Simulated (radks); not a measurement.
Results of a calculation; reference values are marked as such.
Task: Ionisation of Sb+, [Kr] 4d10 5s2 5p2, to Sb2+, [Kr] 4d10 5s2 5p1, under several functionals. Scalar-relativistic Kohn-Sham, spin-polarised, spherical densities, finite nucleus; open shells are filled with parallel spins first (spin-orbit coupling, left out, can overturn this in heavy ions); a radial shooting solver on a logarithmic mesh with Libxc functionals. Known Delta-SCF values: exchange-only B88 15.814 eV; r2SCAN 16.761 eV; BLYP 16.332 eV. What does exchange-only LDA give, and what is its highest occupied eigenvalue?

Result: 15.738 eV by Delta-SCF; the 5p eigenvalue is -11.861 eV. NIST: 16.63 eV (measured).
